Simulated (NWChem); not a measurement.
Molecule: C2H8AlO, doublet

```xyz
12

Al     0.2252     0.0130     0.5994
C      0.5388     1.7526    -0.3228
H      0.3779     1.6828    -1.4153
H      1.5860     2.0716    -0.1793
H     -0.0845     2.5795     0.0595
C      0.8766    -1.6230    -0.3313
H      0.6596    -1.6027    -1.4169
H      0.4645    -2.5605     0.0790
H      1.9738    -1.7017    -0.2381
O     -1.7533    -0.2225    -0.0157
H     -2.1689     0.5981    -0.3143
H     -1.8311    -0.8570    -0.7425
```
Atoms are numbered in this order, from 1.

Results from NWChem. Spin-unrestricted. Geometry: optimised at PBE0/def2-SVP, spin-unrestricted. Not confirmed as a minimum by frequencies. The spin multiplicity was typed, not searched, and may not be the lowest. No stability test was run on the SCF state. Vzz is the largest principal value of the second derivative of the potential at the nucleus (NWChem prints the opposite sign); η is the asymmetry. Non-relativistic.

Problem. What does the run give for CAM-B3LYP/def2-SVP? Quantities: Vzz Al1 (a.u.); η Al1; Vzz O10 (a.u.); η O10.

Solution. The vzz Al1 (a.u.) comes out as 0.803 and the η Al1 is 0.48. The vzz O10 (a.u.) comes out as -1.699 and the η O10 comes out as 0.66.
